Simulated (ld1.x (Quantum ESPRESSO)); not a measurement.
**Configuration tests for Se (ultrasoft)**

Se, ultrasoft, made with ld1.x (Quantum ESPRESSO) 7.5 (LDA (PZ), scalar-relativistic). Core [Ar], reference 3d10 4s2 4p3.5 (charge +0.5). Waves: 4s (bound): rcut 1.20, rcutus 1.35 bohr; 4s channel at 2.05 Ry: rcut 1.20, rcutus 1.35 bohr; 4p (bound): rcut 1.45, rcutus 1.60 bohr; 4p channel at -0.35 Ry: rcut 1.45, rcutus 1.60 bohr; 3d (bound): rcut 0.85, rcutus 1.00 bohr; 3d channel at -2.75 Ry: rcut 0.85, rcutus 1.00 bohr. Local part: all-electron potential smoothed inside 1.15 bohr (lloc = -1). Core correction: none. Augmentation charge: built from norm-conserving waves at rcut, not smoothed further.

Energies are relative to the spin-unpolarised reference configuration 3d10 4s2 4p3.5; without spin polarisation the order of configurations can differ from experiment. Spin-polarised rows fill each open shell by Hund’s rule, majority spin first.

| valence configuration | charge | ΔE all-electron (eV) | error AE − PS (meV) |
| --- | --- | --- | --- |
| 3d10 4s2 4p4 | 0 | -4.387 | +0.7 |
| 3d10 4s2 4p3 | +1 | 6.621 | -0.9 |
| 3d10 4s2 4p2 | +2 | 27.180 | -1.4 |
| 3d9 4s2 4p4 | +1 | 59.979 | -607 |
| 3d9 4s2 4p5 | 0 | 47.415 | -667 |
| 3d10 4s0 4p6 | 0 | 17.707 | -5.8 |
| 3d10 4s2 4p3.5 (spin-polarised) | +0.5 | -1.024 | +25 |
| 3d10 4s2 4p4 (spin-polarised) | 0 | -4.981 | +15 |

(1) What are ΔE and the potential's error for 3d10 4s2 4p0?

Levels in the configuration 3d10 4s2 4p4 (spin-polarised):

| level | all-electron (eV) | pseudo (eV) |
| --- | --- | --- |
| 3d up | -53.380 | -53.394 |
| 4s up | -18.003 | -18.021 |
| 4p up | -7.147 | -7.157 |
| 3d down | -53.162 | -53.186 |
| 4s down | -16.715 | -16.686 |
| 4p down | -5.951 | -5.933 |

Note: ghost state, extra bound levels that the all-electron valence spectrum of the same l lacks: s at -101.1 eV. A true bound ghost makes a file unfit for plane-wave use.

Answers

(1) ΔE = 100.908 eV all-electron; the error (AE − PS) is +29 meV.
